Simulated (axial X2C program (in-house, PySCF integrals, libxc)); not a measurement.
**How long does ZrTe take?**

A bond scan computed with an axial X2C code built on PySCF integrals. Basis: Te dyall-cv3z [11s12p8d4f1g], Zr dyall-cv3z [11s12p9d6f3g] (cores contracted in-house).

The run was started with this input:
```json
{"zs": [52, 40], "q": 0, "bas": ["dyall-cv3z", "dyall-cv3z"], "levels": ["PBE0", "HF", "r2SCAN0"], "cc": true, "r0": 2.55, "thr": -1.0, "nmax": 90, "npts": 10, "nst": 2, "ntry": 6}
```
```bash
python so2c.py task.json out
```

Keys: zs atomic numbers; q charge; bas basis sets; levels methods; cc coupled cluster on or off; r0 starting distance in Å; thr threshold in hartree for freezing inner shells (an s shell follows its p shell); nmax most natural virtual spinors; npts points on the curve; nst determinants followed; ntry starts of the search. HF also brings MP2.

Hardware: 1 thread of AMD EPYC 9B45 (Zen 5) (shared host).

Wall time of one point of each curve, integrals apart:

| Hamiltonian | level | points | seconds a point |
| --- | --- | --- | --- |
| spin-free | PBE0 | 6 | 1.9 |
| spin-free | HF | 6 | 1.5 |
| spin-free | CCSD(T) (10 electrons, 90 virtuals) | 6 | 4.1 |
| spin-free | r2SCAN0 | 6 | 2.8 |
| 2c | PBE0 | 6 | 3.1 |
| 2c | HF | 6 | 3.1 |
| 2c | CCSD(T) (10 electrons, 90 virtuals) | 6 | 5.6 |
| 2c | r2SCAN0 | 6 | 3.9 |

The rest:

Search with its distance optimisation 40 s, atoms 11 s, whole task 210 s. Coupled cluster runs on the points near the minimum only. The program drops outer points, and coupled cluster, when its time limit (not in the input) nears; MP2, further determinants and curves that did not converge are not in the table.
